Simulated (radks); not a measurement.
All-electron atom: the ytterbium ion Yb+ in [Xe] 4f14 6s1.

Method: scalar-relativistic Kohn-Sham, AM05, spin-unpolarised, spherical densities, finite nucleus; Fermi nuclear charge, rms radius 5.3108 fm; computed with a radial shooting solver on a logarithmic mesh with Libxc functionals.

Energy parts (Ry):
| part | energy |
|---|---|
| total | -28099.2178 |
| kinetic | 30607.3459 |
| electron-nucleus | -69144.9414 |
| Hartree | 11007.0169 |
| exchange-correlation | -568.6392 |

Orbitals (lengths in bohr, moments of r in powers of bohr):
orbital  occ.  eigenvalue (Ry)      <r>
1s          2        -4496.900  0.01968
2s          2        -762.4304  0.08339
2p          6        -672.3309  0.07417
3s          2        -172.1942   0.2169
3p          6        -145.0263   0.2164
3d         10        -111.8809   0.1961
4s          2        -34.22784   0.4882
4p          6        -25.30515   0.5185
4d         10        -13.55458   0.5603
5s          2         -4.54123    1.208
5p          6         -2.51890    1.446
4f         14         -0.72253   0.7853
6s          1         -0.67760    3.539
5d          0         -0.47334    2.796
6p          0         -0.40173    4.683

The highest occupied level is 6s at -9.219 eV. The electron density at the nucleus is 1.082e+06 e/bohr^3 (large components only). For comparison, the ionisation energy in NIST's Atomic Spectra Database is 12.179 eV (measured). In exact Kohn-Sham theory the highest level is minus the ionisation energy, but local and semilocal functionals leave it too shallow, through self-interaction and a potential that decays too fast; potentials with the right tail come closer. The density falls to 0.001 e/bohr^3 at r = 4.33 bohr. Summed over all electrons, <r^2> = 50.73 bohr^2, which gives a Langevin (diamagnetic) susceptibility term of -40.2 x 10^-6 cm^3/mol.

Run on one thread of a shared host, so times are rough (Arm Neoverse V2): 0.18 s of CPU time, 0.18 s wall, 18 iterations on 2360 mesh points.

Beside tabulated values, note that spin-unpolarised runs miss the spin-polarisation part of the exchange energy of open shells.
